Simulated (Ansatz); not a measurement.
## MnF2: state-averaged CASSCF

Calculated in Ansatz's Gaussian-basis code. State-averaged CASSCF with equal weights; occupations are averaged over the states; levels count from the state that is lowest in CASSCF. A minimal or small basis: far from the basis limit. Solutions may break the symmetry of the shape. Lower solutions, or ones in other orbitals, may exist.

Geometry:

```
atom   x (Å)   y (Å)    z (Å)
   F  0.0000  0.0000   1.8000
  Mn  0.0000  0.0000   0.0000
   F  0.0000  0.0000  -1.8000
```

Basis def2-SVP, nonrelativistic, 11 orbitals frozen in the corrections; active space CAS(9,8). Averaged: 2 sextets.

Problem. Give the levels in order.

Solution. 

```tsv
state	CASSCF (eV)	SC-NEVPT2 (eV)
sextet	0.000	0.000
sextet	6.649	7.042
```

Occupations: 1.98, 1.71, 1.03, 1.00, 1.00, 1.00, 0.79, 0.49.
